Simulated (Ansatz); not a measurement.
Mulliken charges of GeH$_{6}$O$_{2}$Si, SMILES `O[SiH](O)[GeH3]` from ωB97M-V/def2-TZVPP in Ansatz (PBE0-D4/def2-TZVP geometry).

| atom | x (Å) | y (Å) | z (Å) | charge (e) |
| --- | --- | --- | --- | --- |
| O1 | -1.523 | 1.358 | 0.202 | -0.356 |
| Si2 | 0.066 | 0.940 | 0.257 | 0.529 |
| O3 | 0.951 | 1.531 | -0.997 | -0.356 |
| Ge4 | 0.267 | -1.441 | 0.326 | -0.169 |
| H5 | -2.114 | 0.865 | -0.368 | 0.173 |
| H6 | 0.600 | 1.615 | 1.457 | -0.036 |
| H7 | 0.925 | 1.075 | -1.838 | 0.174 |
| H8 | -0.310 | -2.052 | -0.970 | 0.003 |
| H9 | -0.513 | -2.050 | 1.504 | 0.018 |
| H10 | 1.733 | -1.892 | 0.430 | 0.018 |

Q: By hand: the dipole of these point charges (1 e Å = 4.8032 D).

A: Σ q r = (-0.012, -0.086, -0.040) e Å, of length 0.096 e Å = 0.46 D.

Q: How does the dipole of the full density compare? (Estimate.)

A: Computed: (-0.146, -0.270, -0.341) e Å, 2.20 D; the point charges give 0.21 times that, at 28° from its direction.

Point charges leave out the atoms' own dipoles, such as those of lone pairs, and Mulliken's split depends on the basis, so the two needn't agree.
